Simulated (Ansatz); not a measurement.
**Molecular dynamics of Cl2HInO**

The input (input.yaml):

```yaml
crystal:
  periodic: [false, false, false]
  atoms:
    - { symbol: In, position_ang: [-0.092822, -0.113111, -0.084724] }
    - { symbol: Cl, position_ang: [0.083251, -0.052996, 2.24329] }
    - { symbol: O, position_ang: [1.483986, -0.428494, -1.203246] }
    - { symbol: H, position_ang: [2.324971, -0.562478, -0.793552] }
    - { symbol: Cl, position_ang: [-2.165886, 0.20518, -1.086668] }
basis:
  gaussian: { orbitals: def2-SVP }
hamiltonian:
  xc: hf
md:
  timestep: 1.0
  n_steps: 250
  ensemble: nvt_nose_hoover
  temperature: 1000.0
  initial_velocities: maxwell_boltzmann
  seed: 530900
  nose_hoover: { tau: 1.0, chain_length: 1 }
```

Command:

```bash
$ ansatz run input.yaml --threads 1 --pin off --max-ram 2048MiB --backend cpu --events-out ev --progress --plain --runs-dir out
```

It starts from a relaxed structure.

Output, in part (one step line in 3, the closing report, with atoms numbered from 0):

```
md step     0: t =     0.00 fs  T =  1000.0 K  F+E_penalty+E_count = -32202.51130558 eV  E_kin = 0.387780 eV  conserved = -32202.12352558 eV  (28 SCF iters)
md step     3: t =     3.00 fs  T =  1051.2 K  F+E_penalty+E_count = -32202.47563700 eV  E_kin = 0.407633 eV  conserved = -32202.12116909 eV  (38 SCF iters)
md step     6: t =     6.00 fs  T =   915.8 K  F+E_penalty+E_count = -32202.42830147 eV  E_kin = 0.355125 eV  conserved = -32202.11978315 eV  (38 SCF iters)
md step     9: t =     9.00 fs  T =   905.8 K  F+E_penalty+E_count = -32202.37233865 eV  E_kin = 0.351261 eV  conserved = -32202.12086365 eV  (38 SCF iters)
md step    12: t =    12.00 fs  T =  1152.0 K  F+E_penalty+E_count = -32202.33770354 eV  E_kin = 0.446723 eV  conserved = -32202.12290942 eV  (37 SCF iters)
md step    15: t =    15.00 fs  T =  1061.5 K  F+E_penalty+E_count = -32202.30579635 eV  E_kin = 0.411610 eV  conserved = -32202.12294450 eV  (59 SCF iters)
md step    18: t =    18.00 fs  T =   897.9 K  F+E_penalty+E_count = -32202.26509035 eV  E_kin = 0.348186 eV  conserved = -32202.12002060 eV  (38 SCF iters)
md step    21: t =    21.00 fs  T =   958.9 K  F+E_penalty+E_count = -32202.25907692 eV  E_kin = 0.371854 eV  conserved = -32202.11872932 eV  (37 SCF iters)
md step    24: t =    24.00 fs  T =  1006.4 K  F+E_penalty+E_count = -32202.23913064 eV  E_kin = 0.390276 eV  conserved = -32202.12064874 eV  (36 SCF iters)
md step    27: t =    27.00 fs  T =  1040.5 K  F+E_penalty+E_count = -32202.21857690 eV  E_kin = 0.403504 eV  conserved = -32202.12299068 eV  (28 SCF iters)
md step    30: t =    30.00 fs  T =  1118.1 K  F+E_penalty+E_count = -32202.16656198 eV  E_kin = 0.433582 eV  conserved = -32202.12064967 eV  (28 SCF iters)
md step    33: t =    33.00 fs  T =   860.5 K  F+E_penalty+E_count = -32202.15089052 eV  E_kin = 0.333665 eV  conserved = -32202.11898745 eV  (29 SCF iters)
md step    36: t =    36.00 fs  T =   892.7 K  F+E_penalty+E_count = -32202.19513274 eV  E_kin = 0.346190 eV  conserved = -32202.12067576 eV  (28 SCF iters)
md step    39: t =    39.00 fs  T =  1181.9 K  F+E_penalty+E_count = -32202.22579646 eV  E_kin = 0.458321 eV  conserved = -32202.12265442 eV  (27 SCF iters)
md step    42: t =    42.00 fs  T =  1018.2 K  F+E_penalty+E_count = -32202.20550158 eV  E_kin = 0.394843 eV  conserved = -32202.12243296 eV  (39 SCF iters)
md step    45: t =    45.00 fs  T =   882.8 K  F+E_penalty+E_count = -32202.13358446 eV  E_kin = 0.342330 eV  conserved = -32202.11977136 eV  (39 SCF iters)
md step    48: t =    48.00 fs  T =   999.7 K  F+E_penalty+E_count = -32202.01910252 eV  E_kin = 0.387660 eV  conserved = -32202.11710922 eV  (39 SCF iters)
md step    51: t =    51.00 fs  T =   960.2 K  F+E_penalty+E_count = -32201.97020079 eV  E_kin = 0.372341 eV  conserved = -32202.12089329 eV  (39 SCF iters)
md step    54: t =    54.00 fs  T =  1111.0 K  F+E_penalty+E_count = -32201.92348515 eV  E_kin = 0.430836 eV  conserved = -32202.12279935 eV  (39 SCF iters)
md step    57: t =    57.00 fs  T =  1180.9 K  F+E_penalty+E_count = -32201.87618628 eV  E_kin = 0.457929 eV  conserved = -32202.11922939 eV  (40 SCF iters)
md step    60: t =    60.00 fs  T =   753.7 K  F+E_penalty+E_count = -32201.89619268 eV  E_kin = 0.292255 eV  conserved = -32202.11875291 eV  (29 SCF iters)
md step    63: t =    63.00 fs  T =   904.0 K  F+E_penalty+E_count = -32201.81448014 eV  E_kin = 0.350534 eV  conserved = -32202.11944082 eV  (29 SCF iters)
md step    66: t =    66.00 fs  T =  1283.2 K  F+E_penalty+E_count = -32201.71313836 eV  E_kin = 0.497595 eV  conserved = -32202.12258725 eV  (28 SCF iters)
md step    69: t =    69.00 fs  T =   998.0 K  F+E_penalty+E_count = -32201.46640649 eV  E_kin = 0.386992 eV  conserved = -32202.11844557 eV  (29 SCF iters)
md step    72: t =    72.00 fs  T =   819.8 K  F+E_penalty+E_count = -32201.25664179 eV  E_kin = 0.317918 eV  conserved = -32202.10797211 eV  (30 SCF iters)
md step    75: t =    75.00 fs  T =   880.6 K  F+E_penalty+E_count = -32201.49703696 eV  E_kin = 0.341477 eV  conserved = -32202.11384070 eV  (28 SCF iters)
md step    78: t =    78.00 fs  T =  1066.6 K  F+E_penalty+E_count = -32201.70072810 eV  E_kin = 0.413595 eV  conserved = -32202.12101993 eV  (28 SCF iters)
md step    81: t =    81.00 fs  T =  1180.8 K  F+E_penalty+E_count = -32201.77230299 eV  E_kin = 0.457892 eV  conserved = -32202.12017133 eV  (38 SCF iters)
md step    84: t =    84.00 fs  T =   858.5 K  F+E_penalty+E_count = -32201.77455337 eV  E_kin = 0.332895 eV  conserved = -32202.11718511 eV  (41 SCF iters)
md step    87: t =    87.00 fs  T =   789.6 K  F+E_penalty+E_count = -32201.69817780 eV  E_kin = 0.306200 eV  conserved = -32202.11625731 eV  (61 SCF iters)
md step    90: t =    90.00 fs  T =  1113.0 K  F+E_penalty+E_count = -32201.70878259 eV  E_kin = 0.431582 eV  conserved = -32202.12031455 eV  (39 SCF iters)
md step    93: t =    93.00 fs  T =  1179.2 K  F+E_penalty+E_count = -32201.70016335 eV  E_kin = 0.457284 eV  conserved = -32202.12178854 eV  (39 SCF iters)
md step    96: t =    96.00 fs  T =   994.6 K  F+E_penalty+E_count = -32201.67224946 eV  E_kin = 0.385684 eV  conserved = -32202.11848987 eV  (39 SCF iters)
md step    99: t =    99.00 fs  T =   953.1 K  F+E_penalty+E_count = -32201.64860141 eV  E_kin = 0.369574 eV  conserved = -32202.11378693 eV  (39 SCF iters)
md step   102: t =   102.00 fs  T =   814.9 K  F+E_penalty+E_count = -32201.64516049 eV  E_kin = 0.316020 eV  conserved = -32202.11468584 eV  (39 SCF iters)
md step   105: t =   105.00 fs  T =   946.5 K  F+E_penalty+E_count = -32201.71462128 eV  E_kin = 0.367026 eV  conserved = -32202.12002029 eV  (38 SCF iters)
md step   108: t =   108.00 fs  T =  1277.2 K  F+E_penalty+E_count = -32201.76711093 eV  E_kin = 0.495281 eV  conserved = -32202.12225364 eV  (27 SCF iters)
md step   111: t =   111.00 fs  T =  1033.6 K  F+E_penalty+E_count = -32201.80863230 eV  E_kin = 0.400801 eV  conserved = -32202.12007562 eV  (27 SCF iters)
md step   114: t =   114.00 fs  T =   834.5 K  F+E_penalty+E_count = -32201.88273570 eV  E_kin = 0.323589 eV  conserved = -32202.11774074 eV  (27 SCF iters)
md step   117: t =   117.00 fs  T =   981.4 K  F+E_penalty+E_count = -32201.89685020 eV  E_kin = 0.380568 eV  conserved = -32202.11671068 eV  (27 SCF iters)
md step   120: t =   120.00 fs  T =  1006.4 K  F+E_penalty+E_count = -32201.98133965 eV  E_kin = 0.390274 eV  conserved = -32202.12243490 eV  (27 SCF iters)
md step   123: t =   123.00 fs  T =  1158.2 K  F+E_penalty+E_count = -32202.02775208 eV  E_kin = 0.449109 eV  conserved = -32202.12226045 eV  (27 SCF iters)
md step   126: t =   126.00 fs  T =  1019.6 K  F+E_penalty+E_count = -32202.09121531 eV  E_kin = 0.395369 eV  conserved = -32202.11923484 eV  (28 SCF iters)
md step   129: t =   129.00 fs  T =   821.0 K  F+E_penalty+E_count = -32202.19576526 eV  E_kin = 0.318387 eV  conserved = -32202.11927338 eV  (28 SCF iters)
md step   132: t =   132.00 fs  T =  1004.1 K  F+E_penalty+E_count = -32202.26778082 eV  E_kin = 0.389387 eV  conserved = -32202.12099866 eV  (29 SCF iters)
md step   135: t =   135.00 fs  T =  1133.9 K  F+E_penalty+E_count = -32202.30599484 eV  E_kin = 0.439708 eV  conserved = -32202.12332903 eV  (27 SCF iters)
md step   138: t =   138.00 fs  T =   975.3 K  F+E_penalty+E_count = -32202.28612639 eV  E_kin = 0.378193 eV  conserved = -32202.12246350 eV  (39 SCF iters)
md step   141: t =   141.00 fs  T =   958.8 K  F+E_penalty+E_count = -32202.23092733 eV  E_kin = 0.371800 eV  conserved = -32202.11895182 eV  (40 SCF iters)
md step   144: t =   144.00 fs  T =   952.6 K  F+E_penalty+E_count = -32202.21210875 eV  E_kin = 0.369415 eV  conserved = -32202.11839365 eV  (39 SCF iters)
md step   147: t =   147.00 fs  T =   960.2 K  F+E_penalty+E_count = -32202.22104208 eV  E_kin = 0.372329 eV  conserved = -32202.12111311 eV  (39 SCF iters)
md step   150: t =   150.00 fs  T =  1145.7 K  F+E_penalty+E_count = -32202.24151160 eV  E_kin = 0.444282 eV  conserved = -32202.12264860 eV  (40 SCF iters)
md step   153: t =   153.00 fs  T =  1032.2 K  F+E_penalty+E_count = -32202.25132723 eV  E_kin = 0.400255 eV  conserved = -32202.12171042 eV  (39 SCF iters)
md step   156: t =   156.00 fs  T =   851.3 K  F+E_penalty+E_count = -32202.23426722 eV  E_kin = 0.330112 eV  conserved = -32202.11959374 eV  (39 SCF iters)
md step   159: t =   159.00 fs  T =   967.4 K  F+E_penalty+E_count = -32202.23573648 eV  E_kin = 0.375129 eV  conserved = -32202.12001915 eV  (27 SCF iters)
md step   162: t =   162.00 fs  T =  1117.8 K  F+E_penalty+E_count = -32202.21685196 eV  E_kin = 0.433447 eV  conserved = -32202.12145757 eV  (27 SCF iters)
md step   165: t =   165.00 fs  T =  1019.4 K  F+E_penalty+E_count = -32202.21026395 eV  E_kin = 0.395310 eV  conserved = -32202.12168887 eV  (29 SCF iters)
md step   168: t =   168.00 fs  T =   999.2 K  F+E_penalty+E_count = -32202.22533790 eV  E_kin = 0.387469 eV  conserved = -32202.11915329 eV  (29 SCF iters)
md step   171: t =   171.00 fs  T =   911.6 K  F+E_penalty+E_count = -32202.28692783 eV  E_kin = 0.353496 eV  conserved = -32202.11942343 eV  (28 SCF iters)
md step   174: t =   174.00 fs  T =   961.2 K  F+E_penalty+E_count = -32202.36577478 eV  E_kin = 0.372723 eV  conserved = -32202.12238357 eV  (27 SCF iters)
md step   177: t =   177.00 fs  T =  1150.0 K  F+E_penalty+E_count = -32202.39597906 eV  E_kin = 0.445931 eV  conserved = -32202.12327149 eV  (38 SCF iters)
md step   180: t =   180.00 fs  T =   992.4 K  F+E_penalty+E_count = -32202.38019925 eV  E_kin = 0.384851 eV  conserved = -32202.12152715 eV  (40 SCF iters)
md step   183: t =   183.00 fs  T =   868.2 K  F+E_penalty+E_count = -32202.35422565 eV  E_kin = 0.336659 eV  conserved = -32202.11967299 eV  (40 SCF iters)
md step   186: t =   186.00 fs  T =  1015.7 K  F+E_penalty+E_count = -32202.33446146 eV  E_kin = 0.393868 eV  conserved = -32202.11977997 eV  (39 SCF iters)
md step   189: t =   189.00 fs  T =  1054.2 K  F+E_penalty+E_count = -32202.34951673 eV  E_kin = 0.408784 eV  conserved = -32202.12260929 eV  (39 SCF iters)
md step   192: t =   192.00 fs  T =  1027.3 K  F+E_penalty+E_count = -32202.35748430 eV  E_kin = 0.398367 eV  conserved = -32202.12314108 eV  (38 SCF iters)
md step   195: t =   195.00 fs  T =  1041.8 K  F+E_penalty+E_count = -32202.33457613 eV  E_kin = 0.403989 eV  conserved = -32202.12020412 eV  (28 SCF iters)
md step   198: t =   198.00 fs  T =   871.8 K  F+E_penalty+E_count = -32202.32233965 eV  E_kin = 0.338059 eV  conserved = -32202.11982365 eV  (28 SCF iters)
md step   201: t =   201.00 fs  T =   953.0 K  F+E_penalty+E_count = -32202.25695692 eV  E_kin = 0.369544 eV  conserved = -32202.12111340 eV  (27 SCF iters)
md step   204: t =   204.00 fs  T =  1193.6 K  F+E_penalty+E_count = -32202.18030078 eV  E_kin = 0.462854 eV  conserved = -32202.12283648 eV  (27 SCF iters)
md step   207: t =   207.00 fs  T =  1023.8 K  F+E_penalty+E_count = -32202.09386901 eV  E_kin = 0.397013 eV  conserved = -32202.12089490 eV  (28 SCF iters)
md step   210: t =   210.00 fs  T =   839.9 K  F+E_penalty+E_count = -32202.07681349 eV  E_kin = 0.325705 eV  conserved = -32202.11822589 eV  (28 SCF iters)
md step   213: t =   213.00 fs  T =   993.7 K  F+E_penalty+E_count = -32202.15391965 eV  E_kin = 0.385346 eV  conserved = -32202.11922311 eV  (27 SCF iters)
md step   216: t =   216.00 fs  T =  1066.7 K  F+E_penalty+E_count = -32202.21388513 eV  E_kin = 0.413646 eV  conserved = -32202.12189900 eV  (27 SCF iters)
md step   219: t =   219.00 fs  T =  1019.1 K  F+E_penalty+E_count = -32202.22441600 eV  E_kin = 0.395205 eV  conserved = -32202.12212238 eV  (27 SCF iters)
md step   222: t =   222.00 fs  T =  1016.1 K  F+E_penalty+E_count = -32202.18433570 eV  E_kin = 0.394039 eV  conserved = -32202.11937665 eV  (28 SCF iters)
md step   225: t =   225.00 fs  T =   877.8 K  F+E_penalty+E_count = -32202.12570850 eV  E_kin = 0.340388 eV  conserved = -32202.11829806 eV  (38 SCF iters)
md step   228: t =   228.00 fs  T =   936.4 K  F+E_penalty+E_count = -32202.09919403 eV  E_kin = 0.363128 eV  conserved = -32202.12076854 eV  (38 SCF iters)
md step   231: t =   231.00 fs  T =  1200.5 K  F+E_penalty+E_count = -32202.08496906 eV  E_kin = 0.465530 eV  conserved = -32202.12213834 eV  (39 SCF iters)
md step   234: t =   234.00 fs  T =  1042.3 K  F+E_penalty+E_count = -32202.07961982 eV  E_kin = 0.404190 eV  conserved = -32202.12110232 eV  (39 SCF iters)
md step   237: t =   237.00 fs  T =   878.2 K  F+E_penalty+E_count = -32202.09573377 eV  E_kin = 0.340556 eV  conserved = -32202.11914242 eV  (28 SCF iters)
md step   240: t =   240.00 fs  T =   978.2 K  F+E_penalty+E_count = -32202.09879695 eV  E_kin = 0.379330 eV  conserved = -32202.11808304 eV  (28 SCF iters)
md step   243: t =   243.00 fs  T =   979.3 K  F+E_penalty+E_count = -32202.11934358 eV  E_kin = 0.379740 eV  conserved = -32202.12218981 eV  (27 SCF iters)
md step   246: t =   246.00 fs  T =  1108.0 K  F+E_penalty+E_count = -32202.04354936 eV  E_kin = 0.429675 eV  conserved = -32202.12258298 eV  (27 SCF iters)
md step   249: t =   249.00 fs  T =  1079.0 K  F+E_penalty+E_count = -32201.90478773 eV  E_kin = 0.418418 eV  conserved = -32202.11824953 eV  (28 SCF iters)
md step   250: t =   250.00 fs  T =  1207.8 K  F+E_penalty+E_count = -32201.89622212 eV  E_kin = 0.468369 eV  conserved = -32202.12161280 eV  (30 SCF iters)
Total energy: -32201.89622212 eV, -1183.3978589336 hartree
Atom 0 at    -0.187433    -0.093249     0.028398 Å, force    -0.645135     0.091493     0.751413 eV/Å
Atom 1 at     0.404893    -0.087985     2.364205 Å, force    -0.682116     0.063605    -1.138501 eV/Å
Atom 2 at     1.332905    -0.414433    -1.165866 Å, force    -0.744213     0.215090    -0.557199 eV/Å
Atom 3 at     0.829036    -0.288911    -1.967957 Å, force     1.083054    -0.271156    -0.391322 eV/Å
Atom 4 at    -2.070373     0.161712    -1.557448 Å, force     0.988410    -0.099032     1.335609 eV/Å
Dipole moment:    -0.276780     0.072743     0.033652 e Å
```

The run went to its last step. The conserved energy stayed within 3.2 meV per atom of its start (net change 0.38 meV per atom), so the integration is sound. A run of 0.25 ps of so small a system gives no equilibrium averages.

The same pairs are bonded in the first frame and the last. Pairs count as bonded within 1.25 times the sum of covalent radii (0.12 Å more for H–H).

Last frame:

```xyz
5
Properties=species:S:1:pos:R:3
In -0.187 -0.093 0.028
Cl 0.405 -0.088 2.364
O 1.333 -0.414 -1.166
H 0.829 -0.289 -1.968
Cl -2.070 0.162 -1.557
```

Run time: 6.8 min on 1 thread of Arm Neoverse V2, on a shared host, peak memory 0.16 GiB.
